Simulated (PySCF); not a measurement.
**Worked example: chemical shift, span and skew from a shielding tensor**

Al(H)(NCO)(OH) (CH2AlNO2), SMILES O=C=[N][AlH][OH]. Atoms are numbered in the order given.

```xyz
7

Al    -0.5226    -1.1777     0.0000
H     -1.9982    -1.6998     0.0000
N     -0.1582     0.5644     0.0000
C      0.0492     1.7475     0.0000
O      0.2545     2.8976     0.0000
O      0.7362    -2.3083     0.0000
H      1.6792    -2.1395     0.0000
```

The structure is a stationary point at PBE0-D3(BJ)/def2-SVP. Other conformers were not sampled.

GIAO shieldings from KT2/pcSseg-1 (PySCF), non-relativistic, no solvent. The symmetric part of the tensor of C4 has the principal values -41.3, -40.0, 280.5 ppm. The same nucleus in TMS has σ = 185.1 ppm at this level (PySCF, at its B3LYP-D3(BJ)/def2-TZVP geometry).

### Question
Work out the isotropic shielding, the ¹³C shift against TMS, the span and the skew.

### Answer

σ(iso) = (σ11 + σ22 + σ33)/3 = 66.4 ppm. δ = σ(ref) − σ(iso) = 185.1 − (66.4) = 118.7 ppm.
Span Ω = σ33 − σ11 = 321.8 ppm. Skew κ = 3(σ(iso) − σ22)/Ω = 0.99, an axial tensor. Tumbling in solution averages the tensor to δ; in a static solid the shielding alone would spread this spin-1/2 line over Ω.
